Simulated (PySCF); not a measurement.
C$_{3}$H$_{8}$ClInO$_{2}$, singlet, at a GFN2-xTB geometry (such geometries of metal compounds can be far from the true shape) (all electrons, no relativity); CASSCF(4,5)/STO-3G run with PySCF.

The PySCF input:
```python
from pyscf import gto, scf, mcscf, mp
import numpy

mol = gto.M(
    atom='''
In   -0.05918475   -0.27618377    0.05801911
Cl    1.41003780    0.80808404    1.49848335
O     0.26572690   -2.21017796   -0.42117950
C     1.33500396   -2.91543695    0.14645594
H     1.26575946   -2.97836598    1.23904705
H     1.27705522   -3.92939409   -0.26267375
H     2.30810251   -2.48903495   -0.12372598
O    -1.76275262    0.61242627   -0.56242735
C    -1.77804326    1.99789042   -0.71486094
C    -0.84777844    2.48792976   -1.81686219
H    -2.81804418    2.24114959   -0.97434449
H    -1.54032287    2.51330837    0.22847273
H    -1.06944517    1.96670774   -2.74656476
H    -0.96084467    3.55935807   -1.96502906
H     0.18826159    2.27156102   -1.53187720
''',
    basis='sto-3g',
    verbose=4,
)

mf = scf.RHF(mol)
mf.kernel()
mc = mcscf.CASSCF(mf, 5, 4)
mc.fix_spin_(ss=0.0)
noons, natorbs = mcscf.addons.make_natural_orbitals(mp.MP2(mf).run())
mc.kernel(natorbs)
occ = numpy.linalg.eigvalsh(mc.fcisolver.make_rdm1(mc.ci, mc.ncas, mc.nelecas))[::-1]
ss = mc.fcisolver.spin_square(mc.ci, mc.ncas, mc.nelecas)[0]
print('natural occupations', occ.round(4), ' <S^2>', round(ss, 4))
```

What the program printed (banner, timings and long lists left out):

```
PySCF version 2.14.0

[INPUT] verbose = 4
[INPUT] num. atoms = 15
[INPUT] num. electrons = 108
[INPUT] charge = 0
[INPUT] spin (= nelec alpha-beta = 2S) = 0
[INPUT] symmetry False subgroup None
[INPUT] Mole.unit = angstrom
[INPUT] Symbol           X                Y                Z      unit          X                Y                Z       unit  Magmom
[...]
nuclear repulsion = 851.387757102564
number of shells = 39
number of NR pGTOs = 207
number of NR cGTOs = 69
basis = sto-3g
ecp = {}

******** <class 'pyscf.scf.hf.RHF'> ********
method = RHF
initial guess = minao
damping factor = 0
level_shift factor = 0
DIIS = <class 'pyscf.scf.diis.CDIIS'>
diis_start_cycle = 1
diis_space = 8
diis_damp = 0
SCF conv_tol = 1e-09
SCF conv_tol_grad = None
SCF max_cycles = 50
direct_scf = True
direct_scf_tol = 1e-13
Set gradient conv threshold to 3.16228e-05
Initial guess from minao.
init E= -6386.83672684278
[...]
cycle= 1 E= -6401.93544405306  delta_E= -15.1  |g|= 0.715  |ddm|= 4.67
[...]
cycle= 2 E= -6402.11225102939  delta_E= -0.177  |g|= 0.268  |ddm|= 1.31
[...]
cycle= 3 E= -6402.14010846857  delta_E= -0.0279  |g|= 0.0649  |ddm|= 0.496
[...]
cycle= 4 E= -6402.142198224  delta_E= -0.00209  |g|= 0.0123  |ddm|= 0.122
[...]
cycle= 5 E= -6402.14230812289  delta_E= -0.00011  |g|= 0.00295  |ddm|= 0.0342
[...]
cycle= 6 E= -6402.14231409867  delta_E= -5.98e-06  |g|= 0.000647  |ddm|= 0.00757
[...]
cycle= 7 E= -6402.14231446718  delta_E= -3.69e-07  |g|= 0.00016  |ddm|= 0.00211
[...]
cycle= 8 E= -6402.14231449807  delta_E= -3.09e-08  |g|= 4.42e-05  |ddm|= 0.000662
[...]
cycle= 9 E= -6402.1423145009  delta_E= -2.83e-09  |g|= 1.07e-05  |ddm|= 0.00023
[...]
cycle= 10 E= -6402.1423145011  delta_E= -2.04e-10  |g|= 3.12e-06  |ddm|= 4.83e-05
[...]
Extra cycle  E= -6402.14231450102  delta_E= 7.82e-11  |g|= 1.46e-06  |ddm|= 8.12e-06
converged SCF energy = -6402.14231450102

******** <class 'pyscf.mp.mp2.RMP2'> ********
nocc = 54, nmo = 69
E(RMP2) = -6402.40878548706  E_corr = -0.266470986037698
E(SCS-RMP2) = -6402.42854070199  E_corr = -0.286226200971132
E_corr(same-spin) = -0.0386988257008908
E_corr(oppo-spin) = -0.227772160336807

******** <class 'pyscf.mcscf.mc1step.CASSCF'> ********
CAS (2e+2e, 5o), ncore = 52, nvir = 12
max_cycle_macro = 50
max_cycle_micro = 4
conv_tol = 1e-07
conv_tol_grad = None
orbital rotation max_stepsize = 0.02
orbital rotation threshold for CI restart = 0.01
augmented hessian ah_max_cycle = 30
augmented hessian ah_conv_tol = 1e-12
augmented hessian ah_linear dependence = 1e-14
augmented hessian ah_level shift = 1e-08
augmented hessian ah_start_tol = 2.5
augmented hessian ah_start_cycle = 3
augmented hessian ah_grad_trust_region = 3
kf_trust_region = 3
kf_interval = 4
ci_response_space = 4
ci_grad_trust_region = 3
with_dep4 0
natorb = False
canonicalization = True
sorting_mo_energy = False
ao2mo_level = 2
internal_rotation = False
******** <class 'pyscf.fci.addons.SpinPenaltyFCISolver'> ********
max. cycles = 50
conv_tol = 1e-08
davidson only = True
linear dependence = 1e-12
level shift = 0.001
max iter space = 12
nroots = 1
pspace_size = 400
spin = None
CASCI E = -6402.15645516749  S^2 = 0.0000000
Set conv_tol_grad to 0.000316228
macro iter   1 ( 21 JK    4 micro), CASSCF E = -6402.17091637508  dE = -1.44612076e-02  S^2 = 0.0000000
               |grad[o]|=0.0247  |grad[c]|=0.0381  |ddm|=0.0392  |maxRot[o]|=0.305
macro iter   2 ( 21 JK    4 micro), CASSCF E = -6402.17672027131  dE = -5.80389624e-03  S^2 = 0.0000000
               |grad[o]|=0.0258  |grad[c]|=0.0159  |ddm|=0.0191  |maxRot[o]|=0.312
macro iter   3 ( 21 JK    4 micro), CASSCF E = -6402.17725607587  dE = -5.35804557e-04  S^2 = 0.0000000
               |grad[o]|=0.011  |grad[c]|=0.0032  |ddm|=0.0113  |maxRot[o]|=0.254
macro iter   4 ( 17 JK    4 micro), CASSCF E = -6402.17727675336  dE = -2.06774921e-05  S^2 = 0.0000000
               |grad[o]|=0.00233  |grad[c]|=0.000714  |ddm|=0.00355  |maxRot[o]|=0.0752
macro iter   5 ( 12 JK    2 micro), CASSCF E = -6402.17727709673  dE = -3.43364263e-07  S^2 = 0.0000000
               |grad[o]|=0.000212  |grad[c]|=0.000124  |ddm|=0.000296  |maxRot[o]|=0.00927
macro iter   6 (  6 JK    1 micro), CASSCF E = -6402.17727711276  dE = -1.60280251e-08  S^2 = 0.0000000
               |grad[o]|=4.72e-05  |grad[c]|=6.79e-05  |ddm|=4.67e-05  |maxRot[o]|=0.00259
1-step CASSCF converged in   6 macro ( 98 JK  19 micro) steps
CASSCF canonicalization
Density matrix diagonal elements [1.96320391 1.9565878  0.05212449 0.01626768 0.01181611]
CASSCF energy = -6402.17727711276
CASCI E = -6402.17727711276  E(CI) = -3.67549570983374  S^2 = 0.0000000
natural occupations [1.9668e+00 1.9576e+00 4.8700e-02 2.6400e-02 5.0000e-04]  <S^2> 0.0
```
